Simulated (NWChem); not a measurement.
Molecule: AlBrClF; SMILES [Al]([Br])([F])[Cl]

```xyz
4

Al    -0.4201     0.5914     0.0000
F     -2.0402     0.9137     0.0000
Cl     0.9072     2.1861     0.0000
Br     0.2716    -1.5196     0.0000
```
Atoms are numbered in this order, from 1.

Computed with NWChem. Pople sets run with spherical d functions. The geometry was optimised at PBE0/def2-SVP. GIAO values for the isolated, static molecule; σ is the absolute isotropic shielding, δ = σ(reference) − σ with the isolated reference molecule computed at the same levels (19F: trichlorofluoromethane). Spin-orbit effects, on the heavy nuclei and on their neighbours, are missing.

| level | σ Al1 (ppm) | δ F2 (ppm) | σ Cl3 (ppm) | σ Br4 (ppm) |
|---|---|---|---|---|
| PBE0/pcSseg-1 | 436.7 | -132.9 | 943.4 | 2722.5 |
| PBE/pcSseg-1 | 421.9 | -138.6 | 912.5 | 2657.4 |
| Hartree-Fock/6-31G* | 522.6 | -87.5 | 1029.1 | 2918.1 |
| KT2/pcSseg-1 | 437.9 | -143.7 | 916.8 | 2664.2 |
| BHandHLYP/pcSseg-1 | 445.1 | -124.5 | 963.1 | 2764.3 |
